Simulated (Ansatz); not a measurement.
Molecule: sum formula AlN$_{2}$H$_{4}$Br, charge 0, multiplicity 1. 
Coordinates optimised at B3LYP-D3(BJ)/def2-TZVP (Ansatz, a program for electronic structure):
```
Al
N 1 1.7611
H 2 1.0072 1 125.73
H 2 1.0072 3 110.63 1 -180.00
N 1 1.7611 2 123.37 3 0.00
H 5 1.0072 1 125.73 2 0.00
H 5 1.0072 6 110.63 1 180.00
Br 1 2.2672 2 118.31 3 -180.00
```
Charge 0, spin multiplicity 1.

Basis-set convergence of Hartree-Fock and CCSD correlation energies (hartree) with Ansatz. Cores are frozen in the correlated levels unless marked. Spin-orbit coupling is left out. Frozen are the shells of the preceding noble gas and the d and f shells that filled before the atom's block. Non-relativistic.

```tsv
basis	functions	E(HF)	E(corr, CCSD)
def2-SVPD	137	-2925.26498	-0.58550
def2-TZVPPD	247	-2925.78728	-0.69969
def2-QZVPPD	432	-2925.84822	-0.74553
```

Extrapolating the two largest sets (X = 3 and 4) as X^-3: E(corr) = (64·(-0.74553) - 27·(-0.69969))/37 = -0.7790 Eh, an estimate of the basis-set limit. The largest set recovers 95.7 % of it, the smallest 75.2 %.
